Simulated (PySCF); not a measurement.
```xyz
3
charge 1 multiplicity 1, angstrom
F     0.0000    0.0000   -1.1759
Sr    1.8205    0.0000    0.1295
Sr   -1.8205    0.0000    0.1295
```

Level of theory: PySCF, PBE0, basis F def2-TZVP, Sr def2-TZVP with ECP28 (scalar-relativistic core potentials, no spin–orbit coupling, density fitting).

This geometry of Sr₂F⁺ is a stationary point at this level.

Task: What is the point group?

Result: C2v.

Task: Is it a minimum?

Result: Yes: all harmonic wavenumbers are real.

Task: List the harmonic modes with their infrared intensities.

Result: 
| symmetry | ω (cm⁻¹) | IR (km/mol) |
| --- | --- | --- |
| a1 | 111 | 3.3 |
| a1 | 332 | 28.7 |
| b2 | 346 | 17.2 |

Task: Give the atomic charges and bond orders.

Result: 
```csv
atom,Mulliken,Löwdin,polar tensor,Mayer order to F1
F1,-0.69,-0.44,0.00,–
"Sr2,3",0.85,0.72,0.50,0.24
```
Other Mayer orders above 0.3: Sr–Sr 1.02.

In C2v the vibrations span 2a1 + b2. Here b1 is antisymmetric to the molecular plane and b2 lies in it.

Only a few start shapes were tried, so a lower isomer may exist.
